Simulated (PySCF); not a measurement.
NMR data simulated for an unnamed compound:

$^{1}$H NMR (600 MHz, computed): δ 7.58 (m, 1H), 7.18 (m, 1H), 6.75 (m, 1H), 6.40 (d, 1H), 5.92 (m, 1H), 3.40 (d, 1H).

$^{13}$C{$^{1}$H} NMR (computed): δ 150.2 (CH), 143.0 (C), 129.0 (CH), 127.8 (CH), 122.9 (CH), 118.9 (CH), 103.4 (C), 101.4 (C), 98.7 (CH), 86.3 (C).

PySCF 2.14 calculation with shielding tensors at PBE0/pcSseg-1 (GIAO) and structure optimised with GFN2-xTB; one conformer, relativity neglected, gas phase.

References, each an isolated molecule treated in the same way: $^{1}$H (31.72 ppm) and $^{13}$C (186.93 ppm) against TMS.

Q: Which of these does the molecule contain: a CH3CH2 unit, an N-methyl group, a three-membered ring, a heteroaromatic ring, a C≡C triple bond, a non-aromatic C=C double bond?

A: 
- A CH3CH2 unit: no.
- An N-methyl group: no.
- A three-membered ring: no.
- A heteroaromatic ring: yes.
- A C≡C triple bond: yes (δC 98.7, 86.3; δH 3.40 (d)).
- A non-aromatic C=C double bond: yes.

The data belong to SMILES C#C/C=C\C#Cc1ccco1, C₁₀H₆O; they needn't prove each group on their own.

Carbon signals by region: 8 in the sp2 and nitrile region (100–160 ppm), 2 at 50–100 ppm.

Shifts are as computed. Against solution values, carbons near 30 ppm lie about +3 ppm off and those near 130 ppm about +5 ppm. Of 1211 compounds with measured shifts, 218 miss one by over three times the rms of a fit or turn the order of signals round; such compounds aren't used in these exercises. No couplings were computed; multiplicities are counted from neighbouring protons, with m where these are inequivalent, close in shift, in a saturated or five-membered ring or joined by F or P, and br s for small geminal =CH2 splittings.
